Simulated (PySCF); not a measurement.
Sn(OH)2(PH2)2 (H6O2P2Sn), SMILES [PH2][Sn]([PH2])([OH])[OH]. Geometry optimised at B3LYP-D3(BJ)/def2-SVP. The structure was generated by enumeration; whether it is a known compound was not checked. The def2 effective core potentials stand for the cores of Sn; spin–orbit coupling is left out. One conformer was computed; it need not be the lowest.

**Question.** Give the equilibrium geometry at B3LYP-D3(BJ)/def2-SVP (PySCF confirms it by a frequency run) as a Z-matrix, and its point group. (An estimate is asked for; the answer gives what the named calculation found.)

**Answer.** One answer among several that fit: point group C2.
```
Sn
O 1 2.0024
H 2 0.9681 1 111.68
O 1 2.0024 2 107.51 3 -58.94
H 4 0.9681 1 111.68 2 -58.94
P 1 2.5390 2 111.35 3 51.39
H 6 1.4305 1 91.06 2 -178.45
H 6 1.4311 7 92.97 1 91.63
P 1 2.5390 2 101.48 3 -175.91
H 9 1.4305 1 91.06 2 -64.31
H 9 1.4311 10 92.97 1 91.63
```
Charge 0, spin multiplicity 1.
